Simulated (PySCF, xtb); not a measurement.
B(H)(NCO)(OMe) (C2H4BNO2), SMILES COBN=C=O.

xtb with GFN2-xTB at its own geometry gives an orbital gap of 5.31 eV and a dipole moment of 3.73 D.

Coordinates come from a B3LYP-D3(BJ)/def2-SVP optimisation. The structure was generated by enumeration, and PubChem lists no compound with its InChIKey, so it may never have been made. One conformer was computed; it need not be the lowest.

**Question.** What does B3LYP/def2-TZVP run with PySCF give? (The exact figures need the calculation; the answer reports its results.)

**Answer.** gap 7.30 eV (levels -8.26 and -0.96 eV), dipole 3.37 D.
